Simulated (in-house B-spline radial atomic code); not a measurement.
**KLI/ALDAx excitations of C2+**

Method: KLI/ALDAx. Computed with a B-spline radial code for spherical atoms: linear response of the closed shell [He] 2s2 with the adiabatic LDA exchange kernel on the exchange-only KLI potential; scalar-relativistic (spin-free one-electron X2C), finite nucleus, no spin-orbit coupling, no double excitations, S, P, D and F terms only.

Command:
```bash
python run_td.py task.json out
```
Settings (radii: box in bohr, nucleus in fm):
```
Z                        6
electrons                4
configuration            [He] 2s2
hamiltonian              x2c
method                   kli
box_radius               29.48
rms_radius               2.4702
intervals                111
```

Run time, properties included: 0.4 s on 1 thread of Intel(R) Xeon(R) Platinum 8259CL CPU @ 2.50GHz (Skylake/Cascade Lake), with other jobs on the host.

The lowest states, in the order of their Tamm-Dancoff energies; the method's threshold (minus the highest occupied level) is 46.10 eV. Labels give the largest channel, * marks a mixed state, and oscillator strengths are full-response dipole values. Semilocal kernels can invert the small singlet-triplet splittings of Rydberg terms. Energies in eV:

| state | full response | Tamm-Dancoff | oscillator strength |
| --- | --- | --- | --- |
| 2s → 2p 3P | 4.518 | 5.484 | - |
| 2s → 2p 1P | ? | ? | ? |
| 2s → 3s 3S | 27.839 | 27.862 | - |
| 2s → 3s 1S | 29.273 | 29.301 | - |
| 2s → 3p 3P | 30.04 | 30.06 | - |
| 2s → 3p 1P | 30.62 | 30.64 | 0.237 |
| 2s → 3d 3D | 31.25 | 31.29 | - |
| 2s → 3d 1D | 32.06 | 32.06 | - |
| 2s → 4s 3S | ? | ? | - |
| 2s → 4s 1S | 37.12 | 37.13 | - |

(1) Where does 2s → 4s 3S lie?

(2) Where does 2s → 2p 1P lie?

(3) How large is the singlet-triplet splitting of 2s → 2p (P terms) in Tamm-Dancoff?

(4) What polarisabilities and dispersion coefficient does the method give?

Results:

(1) At 36.68 eV in full response, 36.69 eV in Tamm-Dancoff.

(2) At 12.116 eV in full response, 12.915 eV in Tamm-Dancoff, oscillator strength 0.748.

(3) 7.43 eV, from the unrounded values.

(4) Dipole 4.148 bohr³, quadrupole 5.465 bohr⁵, C6 6.366 hartree·bohr⁶ for two such species.
